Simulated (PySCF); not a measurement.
ReO₂Cl, SMILES [O]=[Re](=[O])[Cl] (connectivity only; charge and spin as stated), neutral, multiplicity 3. Atoms are numbered in the order given.

```xyz
4

Re     0.0000     0.0000     0.2388
O      0.0000     1.5087     1.0606
O      0.0000    -1.5087     1.0606
Cl     0.0000     0.0000    -2.0517
```
Charge 0, spin multiplicity 3.

The structure is a stationary point at PBE-D3(BJ)/def2-SVP. The spin state was assumed, not searched. The def2 effective core potentials stand for the cores of Re; spin–orbit coupling is left out.

The numbers are results of PySCF with PBE-D3(BJ)/def2-SVP, not measurements.

Frequencies are harmonic and unscaled.

| mode | ν (cm⁻¹) | IR (km/mol) | moving atoms (share of kinetic energy) |
|---|---|---|---|
| 1 | 94 | 15.3 | O 70 %, Re 22 %, Cl 8 % |
| 2 | 138 | 2.9 | O 59 %, Cl 29 %, Re 11 % |
| 3 | 274 | 0.7 | O 81 %, Cl 17 % |
| 4 | 407 | 26.7 | Cl 69 %, Re 21 %, O 10 % |
| 5 | 937 | 182.9 | O 88 %, Re 12 % |
| 6 | 987 | 48.3 | O 96 % |
